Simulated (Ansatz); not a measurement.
HFGe, SMILES `[F][GeH]` (excited triplet) (charge 0, multiplicity 3). This triplet is an excited state, 1.89 eV above the relaxed singlet at the level composite: frozen-core CCSD(T) with HF/cc-pVQZ and the correlation energy extrapolated as X^-3 from cc-pVTZ and cc-pVQZ, plus CCSDT(Q) minus CCSD(T) in cc-pVDZ // PBE0-D3(BJ)/def2-TZVP (Ansatz, a first-principles code).

The numbers are results of r2SCAN0/cc-pVTZ // PBE0-D3(BJ)/def2-TZVP (Ansatz), not measurements.

Ansatz 0.2 input:
```yaml
crystal:
  periodic: [false, false, false]
  atoms:
    - { symbol: F, position_ang: [1.421842, -0.266748, -0.000004] }
    - { symbol: Ge, position_ang: [-0.08932, 0.606026, -0.000001] }
    - { symbol: H, position_ang: [-1.332522, -0.339279, 0.000005] }
basis:
  gaussian: { orbitals: cc-pVTZ }
hamiltonian:
  xc: r2scan0
magnetization:
  spin_polarized: true
  initial_magnetization: 2
```

Output:

```
Functional definition: r2SCAN0
620 factors; their error is unknown
mean field evaluation 1: about -59247.5779 eV, gradient 2.3e1 eV
mean field evaluation 2: about -59243.3002 eV, gradient 4.4e1 eV
mean field evaluation 4: about -59249.2357 eV, gradient 9.6e-1 eV
mean field evaluation 8: about -59249.2431 eV, gradient 5.3e-2 eV
mean field evaluation 16: about -59249.4511 eV, gradient 1.1e-4 eV
mean field -59249.45105047 eV, -2177.3771653844 hartree, gradient 3.9e-5 eV, S^2 2.006348; 0 other end points of the search recorded, 0 dependent functions left out
reference -59249.45106018 eV, -2177.3771657411 hartree; 22, 20 occupied and 65, 67 virtual orbitals, 620 factors
Total energy: -59249.45106018 eV, -2177.3771657411 hartree
```
